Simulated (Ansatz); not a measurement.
Input file for Ansatz (a quantum-chemistry and plane-wave program): U-CCSD(T)/def2-SVP on O2 (SMILES O=O).

Ansatz 0.2 input:
```yaml
crystal:
  periodic: [false, false, false]
  atoms:
    - {symbol: O, position_ang: [0.00000000, -0.00000000, 0.60215214]}
    - {symbol: O, position_ang: [-0.00000000, 0.00000000, -0.60215214]}
basis:
  gaussian:
    orbitals: def2-SVP
magnetization: {spin_polarized: true, initial_magnetization: 2}
correlation: {method: ccsd_t, electrons: outside_noble_gas}
scf: {omitted_lower_state_checks: [cluster_reference]}
```

Program output:

```
WARN ansatz: RAYON_NUM_THREADS=4 ignored (pool sized by the plan → 4); use --threads N
Functional definition: HF
these checks for a lower state are left out or cut short: cluster_reference
integrals: 0.00 GiB planned
259 factors; integrals over basis functions are off by at most 1.2e-3 eV
mean field: 0.05 GiB planned
mean field evaluation 1: about -4067.1436 eV, gradient 1.4e1 eV
mean field evaluation 2: about -4067.1474 eV, gradient 1.4e1 eV
mean field evaluation 4: about -4067.8447 eV, gradient 1.3e0 eV
mean field evaluation 8: about -4067.8582 eV, gradient 4.8e-5 eV
mean field evaluation 16: about -4067.8572 eV, gradient 1.3e-1 eV
mean field -4067.85821879 eV, -149.4910322473 hartree, gradient 5.9e-7 eV, S^2 2.033666; 2 other end points of the search recorded, 0 dependent functions left out
2 core orbitals not correlated
reference -4067.85821879 eV, -149.4910322473 hartree; 7, 5 occupied and 19, 21 virtual orbitals, 259 factors
second order -9.33449060 eV of doubles, -0.00000000 eV of singles
coupled cluster: 0.06 GiB planned
cycle   1  -9.08833251 eV  change    2.5e-1 eV  update   7.1e-2
cycle   2  -9.39416628 eV  change   -3.1e-1 eV  update   2.0e-2
cycle   3  -9.44842940 eV  change   -5.4e-2 eV  update   8.1e-3
cycle   4  -9.44830885 eV  change    1.2e-4 eV  update   1.4e-3
cycle   5  -9.44826629 eV  change    4.3e-5 eV  update   3.9e-4
cycle   6  -9.44839695 eV  change   -1.3e-4 eV  update   1.2e-4
cycle   7  -9.44845279 eV  change   -5.6e-5 eV  update   2.7e-5
cycle   8  -9.44844466 eV  change    8.1e-6 eV  update   6.5e-6
perturbative correction -0.26227696 eV, -0.0096385006 hartree
Total energy: -4077.56894042 eV, -149.8478946848 hartree
Checks for a lower state left out: cluster_reference
```

The calculation finished and met its thresholds.

Cost: roughly 0.7 core-seconds.
